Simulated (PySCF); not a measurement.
## Computed properties of C2H3BO2, SMILES C#CB(O)O

B(CCH)(OH)2 (C2H3BO2), SMILES C#CB(O)O. Geometry optimised at PBE0-D3(BJ)/def2-SVP. One conformer was computed; it need not be the lowest. All values are computed for the isolated molecule unless a solvent is named; none is compared with measurement here.

**Structure.** The optimised structure has C2v symmetry. All 18 harmonic modes at PBE0-D3(BJ)/def2-SVP (PySCF) are real, so it is a minimum. With heavy atoms numbered as in [B:1]([C:2]#[CH:3])([OH:5])[OH:7], the shortest bond between them is C2–C3 at 1.217 Å and the longest B1–C2 at 1.551 Å.

**Vibrations.** The strongest infrared lines (harmonic, unscaled, degenerate partners summed) lie at 1349 cm⁻¹ (476 km/mol, B 62 %, O 26 %, H 9 %), 1503 cm⁻¹ (310 km/mol, B 73 %, O 22 %), 1008 cm⁻¹ (252 km/mol, H 77 %, O 22 %). The softest mode is at 162 cm⁻¹ and the zero-point energy is 33.9 kcal/mol.

**Electronic structure.** M06-2X/def2-TZVP (PySCF) places the frontier levels at -9.78 and 0.26 eV, a gap of 10.04 eV, and gives a dipole moment of 2.86 D and a mean polarisability of 40.4 bohr³.

**Excitations.** TDA-ωB97X/def2-SVPD (PySCF) has S1 at 5.83 eV (213 nm, f = 0.000, dark); the most intense of the 10 singlets computed lies at 8.79 eV (f = 0.13). T1 (TDA) is at 4.96 eV, 0.87 eV under S1. No vertical singlet excitation falls in the visible range (under 3.1 eV).

**NMR.** GIAO shifts at B3LYP/pcSseg-1 (PySCF) (non-relativistic, atoms alike by connectivity averaged): ¹³C from 86.4 to 94.3 ppm against TMS; ¹H from 2.5 to 4.3 ppm against TMS; ¹¹B at 9.2 ppm against BF3.
